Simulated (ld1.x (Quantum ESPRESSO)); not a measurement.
**bismuth (Bi): excitation energies, all-electron against TM**

| Quantity | Value |
| --- | --- |
| Element | bismuth |
| Generator | ld1.x (Quantum ESPRESSO) 7.5 |
| Type | norm-conserving Troullier–Martins (Kleinman–Bylander form) |
| Functional | LDA (PZ) |
| Relativity | scalar-relativistic |
| Frozen core | [Xe] 4f14 5d10 |
| Valence charge | 5 |
| Reference configuration | 6s2 6p3 |
| Partial waves | 6s (bound): rc 2.22 bohr; 6p (bound): rc 2.76 bohr |
| Local potential | all-electron potential smoothed inside 1.92 bohr (lloc = -1) |
| Core correction | Bessel-smoothed model core inside 1.35 bohr |

Energies are relative to the spin-unpolarised reference configuration 6s2 6p3; without spin polarisation the order of configurations can differ from experiment. Spin-polarised rows fill each open shell by Hund’s rule, majority spin first. Not all tests gave a result: 1 of 9 tests not solved or not reliable. Left out of the table: 6s1 6p0 (solver errors, printed error -7.7 eV).

```json
{"valence configuration": "6s2 6p2", "charge": "+1", "ΔE all-electron (eV)": "8.154", "error AE − PS (meV)": "-10"}
{"valence configuration": "6s2 6p1", "charge": "+2", "ΔE all-electron (eV)": "23.719", "error AE − PS (meV)": "-73"}
{"valence configuration": "6s2 6p3.3", "charge": "-0.3", "ΔE all-electron (eV)": "-1.152", "error AE − PS (meV)": "+0.4"}
{"valence configuration": "6s1 6p4", "charge": "0", "ΔE all-electron (eV)": "10.177", "error AE − PS (meV)": "-26"}
{"valence configuration": "6s1 6p3", "charge": "+1", "ΔE all-electron (eV)": "19.049", "error AE − PS (meV)": "-47"}
{"valence configuration": "6s2 6p3 (spin-polarised)", "charge": "0", "ΔE all-electron (eV)": "-1.024", "error AE − PS (meV)": "-9.6"}
```

Problem. What are ΔE and the potential's error for 6s2 6p2 (spin-polarised)?

Solution. ΔE = 7.602 eV all-electron; the error (AE − PS) is -21 meV.

Problem. What are ΔE and the potential's error for 6s2 6p0?

Solution. ΔE = 47.434 eV all-electron; the error (AE − PS) is -299 meV.

Levels in the configuration 6s2 6p2 (spin-polarised):

| level | all-electron (eV) | pseudo (eV) |
| --- | --- | --- |
| 6s up | -22.841 | -22.888 |
| 6p up | -12.166 | -12.185 |
| 6s down | -21.861 | -21.918 |

Note: ghost states, extra bound levels that the all-electron valence spectrum of the same l lacks: s at -25.7 eV, d at -5.2 eV. A true bound ghost makes a file unfit for plane-wave use.
